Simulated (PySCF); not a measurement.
## Basis and Hamiltonian dependence of the excitation energy of N

N [He] 2s2 2p3 (4S) → N [He] 2s1 2p4, s spin flipped. All values are computed (PySCF 2.14, energy differences of UHF-based or UKS calculations, no spin-orbit coupling). Values in eV.

```tsv
basis	Hamiltonian	functions	UHF	PBE	PBE0	MP2 (valence)
aug-cc-pVDZ-DK	spin-free X2C	23	18.711	14.101	15.183	16.905
aug-cc-pVDZ	non-relativistic	23	18.682	14.072	15.154	16.876
aug-cc-pwCVDZ	non-relativistic	27	18.668	14.055	15.135	16.878
x2c-TZVPPall	spin-free X2C	31	18.633	14.007	15.090	16.692
ANO-R3	spin-free X2C	33	18.602	13.980	15.065	16.631
dyall-av2z	non-relativistic	42	18.626	13.989	15.074	16.785
aug-cc-pVTZ	non-relativistic	46	18.596	13.980	15.062	16.617
aug-cc-pwCVTZ	non-relativistic	59	18.591	13.968	15.051	16.610
dyall-av3z	spin-free X2C	71	18.610	13.984	15.067	16.642
aug-cc-pwCVQZ	non-relativistic	109	18.581	13.954	15.038	16.537
aug-cc-pV5Z	non-relativistic	127	18.578	13.951	15.035	16.513
```

**Question.** Estimate the row for x2c-QZVPPall (spin-free X2C, 57 functions).

**Answer.** From the rows with the same Hamiltonian and similar size; the calculation gives UHF 18.61; PBE 13.99; PBE0 15.07; MP2 (valence) 16.59 (eV).

Frozen in the all-electron rows: valence: 1s2.

In the upper determinant the s electron has its spin opposite to the other open shell, which mixes two multiplicities. The upper state lies above the first ionisation limit, where it may autoionise and the basis confines it.
